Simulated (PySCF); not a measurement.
# One molecule, several mistakes: CGe2H10Si

Calculated results; nothing here was measured. They come from PySCF 2.14.0, an open-source quantum chemistry program, on an isolated molecule that a program drew, which may never have been made. The molecule is CGe2H10Si (charge 0, singlet), drawn as the SMILES string `[SiH3][GeH2][CH2][GeH3]`.

Each row is a Hartree-Fock (HF) and frozen-core CCSD(T) single point in the cc-pV(D+d)Z basis, meant for a local HF minimum. Run 1 is clean. Each other run has one planted mistake out of seven kinds, and not every kind appears here: one electron removed, one electron added, multiplicity raised by two, geometry at a saddle point, minimal basis STO-3G, one bond length entered in bohr, all coordinates scaled. The reference is restricted for singlets and unrestricted otherwise, and also for a bond in bohr. Adding or removing an electron swaps singlet and doublet. Electrons count all cores. HOMO and LUMO are orbital energies over both spins, the gradient is its largest component, and the lowest frequency (negative if imaginary) is given only where the gradient is small. Bond lengths are over the 13 bonds as drawn. T1 is the CCSD diagnostic: over 0.02 (restricted) or 0.045 (unrestricted) a single reference is doubtful. Germanium has the cc-pVDZ-PP basis, with a core potential (ECP10MDF) in place of its 10 inner electrons, and its 3s, 3p and 3d shells are frozen in CCSD(T).

Geometry of the clean run:
```xyz
14
CGe2H10Si, angstrom
Si    0.1310    1.8687    2.2055
Ge    0.2304    3.0668    0.1171
C     1.6776    2.4373   -1.0710
Ge    1.5305    0.5997   -1.7556
H     1.4637    1.8695    2.8568
H    -0.2910    0.4642    1.9918
H    -0.8418    2.5259    3.1110
H    -1.1167    2.9380   -0.6129
H     0.4544    4.5599    0.4124
H     2.6278    2.5307   -0.5376
H     1.7236    3.1154   -1.9279
H     1.5520   -0.4036   -0.5947
H     0.2200    0.4224   -2.5322
H     2.7058    0.2904   -2.6916
```

| run | electrons | basis functions | <S^2> | HOMO (eV) | LUMO (eV) | gradient (hartree/bohr) | lowest frequency (cm^-1) | mean bond (Å) | longest bond (Å) | T1 | HF (hartree) | CCSD(T) (hartree) | mistake |
|---|---|---|---|---|---|---|---|---|---|---|---|---|---|
| 1 | 94 | 133 | 0.000 | -10.49 | 3.33 | 1.6e-05 | 33 | 1.5896 | 2.410 | 0.0109 | -919.36758 | -919.91360 | no fault |
| 2 | 95 | 133 | 0.758 | 2.53 | 7.91 | 3.9e-02 | - | 1.5896 | 2.410 | 0.0210 | -919.25865 | -919.83287 | one electron added |
| 3 | 94 | 133 | 2.012 | -3.43 | -2.16 | 3.8e-02 | - | 1.5896 | 2.410 | 0.0199 | -919.12525 | -919.66827 | multiplicity raised by two |
| 4 | 94 | 133 | 0.000 | -10.69 | 3.63 | 5.2e-02 | - | 1.4879 | 2.256 | 0.0104 | -919.31123 | -919.85073 | all coordinates scaled |
| 5 | 93 | 133 | 0.759 | -15.66 | -8.14 | 8.4e-02 | - | 1.5896 | 2.410 | 0.0167 | -919.02578 | -919.55171 | one electron removed |
| 6 | 94 | 133 | 0.851 | -8.34 | 1.15 | 8.3e-03 | - | 1.6949 | 2.907 | 0.0349 | -919.26880 | -919.80211 | ? |

**Which mistake was planted in run 6, and what did it cost?**

The mean bond changes by a factor of 1.066 and the longest by 1.206, so the molecule wasn't scaled as a whole. A length L in bohr read as angstrom grows by (1/0.5292 - 1) L = 0.890 L. The 13 bonds together grew by 13 x 0.1053 = 1.369 Å, which gives L = 1.539 Å. That is the length of one of the Ge-H bonds, 1.538 Å in the clean geometry. So the mistake is: one bond length entered in bohr. Subtracting run 1 and multiplying by 627.51 kcal/mol a hartree, the energy moved by 62.0 kcal/mol in HF and 70.0 kcal/mol in CCSD(T).

Cautions from the logs. Run 2: the HOMO is above zero, so the electron isn't bound and the energy depends on the basis.
